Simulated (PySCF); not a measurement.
Diagnose this run.

A core-ionisation job on C4H7BO, SMILES `BC(=C)OC=C`. The calculation used delta-SCF UKS HF, pcX-2 on the ionised atom, pcseg-1 elsewhere, spin-free X2C (PySCF 2.14.0).

Driver input (Å, PBE0-D3(BJ)/def2-SVP geometry):

```
{"job": {"kind": "xps", "xc": "HF"}, "charge": 0, "multiplicity": 1}
B     -1.2391    -1.0948    -0.8253
C     -0.8587     0.3060    -0.2952
C     -1.7695     1.2990    -0.4081
O      0.2571     0.5808     0.4426
C      1.3543    -0.2043     0.3433
C      2.3916    -0.0693     1.1675
H     -2.1970    -1.1722    -1.5535
H     -0.6483    -2.0974    -0.5059
H     -2.6847     1.1310    -0.9755
H     -1.6204     2.2672     0.0801
H      1.3393    -0.9387    -0.4695
H      3.2707    -0.6997     1.0352
H      2.3811     0.6681     1.9727
```

Output:

```
ground state, core basis on atom 0 (B), 150 functions
  cycle   1  E = -254.98166316  |g| = 5.30e-01
  cycle   2  E = -255.06184749  |g| = 2.18e-01
  cycle   3  E = -255.07287717  |g| = 7.53e-02
  cycle   4  E = -255.07450233  |g| = 1.29e-02
  cycle   5  E = -255.07456194  |g| = 4.32e-03
  cycle   6  E = -255.07457007  |g| = 1.44e-03
  cycle   7  E = -255.07457165  |g| = 7.41e-04
  cycle   8  E = -255.07457195  |g| = 1.91e-04
  E(ground) = -255.07457195 Eh
hole in B 1s of atom 0
  cycle   1  E = -247.45664670  |g| = 1.14e+00
  cycle   2  E = -247.51100327  |g| = 8.23e-01
  cycle   3  E = -247.83467842  |g| = 2.45e-01
  cycle   4  E = -247.86807048  |g| = 5.16e-02
  cycle   5  E = -247.87193846  |g| = 3.16e-02
  ... (5 cycles left out)
  cycle  11  E = -247.86838145  |g| = 4.62e-03
  cycle  12  E = -247.86844523  |g| = 1.94e-03
  cycle  13  E = -247.86845539  |g| = 1.20e-03
  cycle  14  E = -247.86845938  |g| = 8.22e-04
  cycle  15  E = -247.86846228  |g| = 4.66e-04
  E(ion) = -247.86846228 Eh   <S^2> = 0.8009   hole on atom = 1.000   binding energy = 196.088 eV
ground state, core basis on atom 1 (C), 150 functions
  cycle   1  E = -255.08783091  |g| = 3.17e-02
  cycle   2  E = -255.08797287  |g| = 6.27e-03
  cycle   3  E = -255.08798330  |g| = 3.24e-03
  cycle   4  E = -255.08798590  |g| = 5.51e-04
  cycle   5  E = -255.08798609  |g| = 2.17e-04
  E(ground) = -255.08798609 Eh
hole in C 1s of atom 1
  cycle   1  E = -243.79620068  |g| = 1.50e+00
  cycle   2  E = -244.08182191  |g| = 9.15e-01
  cycle   3  E = -244.35658768  |g| = 1.42e-01
  cycle   4  E = -244.36619339  |g| = 3.66e-02
  cycle   5  E = -244.36753950  |g| = 2.23e-02
  ... (10 cycles left out)
  cycle  16  E = -244.37363473  |g| = 9.59e-04
  cycle  17  E = -244.37365511  |g| = 9.16e-04
  cycle  18  E = -244.37372020  |g| = 6.98e-04
  cycle  19  E = -244.37374767  |g| = 3.42e-04
  cycle  20  E = -244.37375078  |g| = 1.24e-04
  E(ion) = -244.37375078 Eh   <S^2> = 1.0864   hole on atom = 1.000   binding energy = 291.549 eV
ground state, core basis on atom 2 (C), 150 functions
  cycle   1  E = -255.08326160  |g| = 2.60e-02
  cycle   2  E = -255.08333094  |g| = 6.99e-03
  cycle   3  E = -255.08334081  |g| = 3.60e-03
  cycle   4  E = -255.08334378  |g| = 4.82e-04
  E(ground) = -255.08334378 Eh
hole in C 1s of atom 2
  cycle   1  E = -243.82474927  |g| = 1.49e+00
  cycle   2  E = -244.13059458  |g| = 9.08e-01
  cycle   3  E = -244.40668039  |g| = 1.32e-01
  cycle   4  E = -244.41593598  |g| = 5.02e-02
  cycle   5  E = -244.41770044  |g| = 2.51e-02
  ... (7 cycles left out)
  cycle  13  E = -244.42122329  |g| = 1.58e-03
  cycle  14  E = -244.42124038  |g| = 1.55e-03
  cycle  15  E = -244.42129491  |g| = 1.43e-03
  cycle  16  E = -244.42143739  |g| = 8.09e-04
  cycle  17  E = -244.42144206  |g| = 3.84e-04
  E(ion) = -244.42144206 Eh   <S^2> = 0.9677   hole on atom = 1.000   binding energy = 290.125 eV
ground state, core basis on atom 3 (O), 150 functions
  cycle   1  E = -255.11665758  |g| = 4.09e-02
  cycle   2  E = -255.11684081  |g| = 1.11e-02
  cycle   3  E = -255.11686195  |g| = 6.16e-03
  cycle   4  E = -255.11687013  |g| = 5.80e-04
  cycle   5  E = -255.11687028  |g| = 2.46e-04
  E(ground) = -255.11687028 Eh
hole in O 1s of atom 3
  cycle   1  E = -234.50561481  |g| = 2.21e+00
  cycle   2  E = -235.00183318  |g| = 1.21e+00
  cycle   3  E = -235.32876248  |g| = 1.24e-01
  cycle   4  E = -235.33418300  |g| = 3.57e-02
  cycle   5  E = -235.33484039  |g| = 1.46e-02
  ... (5 cycles left out)
  cycle  11  E = -235.33518408  |g| = 1.35e-03
  cycle  12  E = -235.33522562  |g| = 1.29e-03
  cycle  13  E = -235.33537714  |g| = 1.05e-03
  cycle  14  E = -235.33541520  |g| = 6.84e-04
  cycle  15  E = -235.33542266  |g| = 4.14e-04
  E(ion) = -235.33542266 Eh   <S^2> = 0.8247   hole on atom = 1.000   binding energy = 538.281 eV
ground state, core basis on atom 4 (C), 150 functions
  cycle   1  E = -255.08699006  |g| = 4.53e-02
  cycle   2  E = -255.08721018  |g| = 2.49e-02
  cycle   3  E = -255.08731795  |g| = 4.04e-03
  cycle   4  E = -255.08732183  |g| = 8.55e-04
  cycle   5  E = -255.08732210  |g| = 3.74e-04
  E(ground) = -255.08732210 Eh
hole in C 1s of atom 4
  cycle   1  E = -243.78401189  |g| = 1.49e+00
  cycle   2  E = -244.07547474  |g| = 9.06e-01
  cycle   3  E = -244.34131360  |g| = 1.40e-01
  cycle   4  E = -244.35115642  |g| = 3.96e-02
  cycle   5  E = -244.35282998  |g| = 2.54e-02
  ... (40 cycles left out)
  cycle  46  E = -244.36202386  |g| = 1.21e-03
  cycle  47  E = -244.36202772  |g| = 1.22e-03
  cycle  48  E = -244.36212718  |g| = 2.02e-03
  cycle  49  E = -244.36210250  |g| = 1.71e-03
  cycle  50  E = -244.36205078  |g| = 1.47e-03
hole again with damping 0.5
  cycle   1  E = -243.78401189  |g| = 1.49e+00
  cycle   2  E = -244.07547474  |g| = 9.06e-01
  cycle   3  E = -244.34470512  |g| = 1.16e-01
  cycle   4  E = -244.34954070  |g| = 5.00e-02
  cycle   5  E = -244.35096142  |g| = 3.60e-02
  ... (70 cycles left out)
  cycle  76  E = -244.36184425  |g| = 2.73e-03
  cycle  77  E = -244.36211604  |g| = 2.03e-03
  cycle  78  E = -244.36213313  |g| = 2.31e-03
  cycle  79  E = -244.36216022  |g| = 2.87e-03
  cycle  80  E = -244.36214499  |g| = 2.44e-03
hole again, all orbitals by overlap
  cycle   1  E = -243.78401189  |g| = 1.49e+00
  cycle   2  E = -244.07547474  |g| = 9.06e-01
  cycle   3  E = -244.34470512  |g| = 1.16e-01
  cycle   4  E = -244.34954070  |g| = 5.00e-02
  cycle   5  E = -244.35096142  |g| = 3.60e-02
  ... (70 cycles left out)
  cycle  76  E = -244.36184425  |g| = 2.73e-03
  cycle  77  E = -244.36211604  |g| = 2.03e-03
  cycle  78  E = -244.36213313  |g| = 2.31e-03
  cycle  79  E = -244.36216022  |g| = 2.87e-03
  cycle  80  E = -244.36214499  |g| = 2.44e-03
  E(ion) = -244.36214499 Eh   <S^2> = 1.1298   hole on atom = 1.000   binding energy = 291.847 eV
ground state, core basis on atom 5 (C), 150 functions
  cycle   1  E = -255.08380687  |g| = 2.51e-02
  cycle   2  E = -255.08386332  |g| = 5.86e-03
  cycle   3  E = -255.08386979  |g| = 3.29e-03
  cycle   4  E = -255.08387217  |g| = 4.57e-04
  E(ground) = -255.08387217 Eh
hole in C 1s of atom 5
  cycle   1  E = -243.86233319  |g| = 1.49e+00
  cycle   2  E = -244.20373914  |g| = 8.31e-01
  cycle   3  E = -244.42849912  |g| = 1.22e-01
  cycle   4  E = -244.43567932  |g| = 4.44e-02
  cycle   5  E = -244.43696337  |g| = 2.16e-02
  ... (12 cycles left out)
  cycle  18  E = -244.43881649  |g| = 5.57e-04
  cycle  19  E = -244.43884218  |g| = 4.44e-04
  cycle  20  E = -244.43885526  |g| = 9.68e-04
  cycle  21  E = -244.43884505  |g| = 8.07e-04
  cycle  22  E = -244.43885831  |g| = 3.80e-04
  E(ion) = -244.43885831 Eh   <S^2> = 0.8610   hole on atom = 1.000   binding energy = 289.666 eV
```

The program numbers atoms from 0.

**Question.** Which binding energies of this run can't be used, and why?

**Answer.** 1 of 6 holes failed. The driver asks that ground and ion SCF both reach |g| < 5e-4 and that the core orbital is emptied to over 0.9. Failed: C1s on atom 4 (core orbital emptied to 1.000, ⟨S²⟩ = 1.130, so the hole stayed but an SCF missed its threshold). Passed: B1s on atom 0, C1s on atom 1, C1s on atom 2, O1s on atom 3, C1s on atom 5.

**Question.** What would you do next?

**Answer.** Discard what failed. Damping and filling all orbitals by overlap were tried in this run and didn't help; a first stage with the core hole frozen, a second-order or squared-gradient solver, or a restricted open-shell scheme is left to try.

Time: 53 s; peak memory 0.58 GiB. Hardware: an Arm Neoverse V2 with one thread, shared host with 192 logical CPUs at a one-minute load of 21.
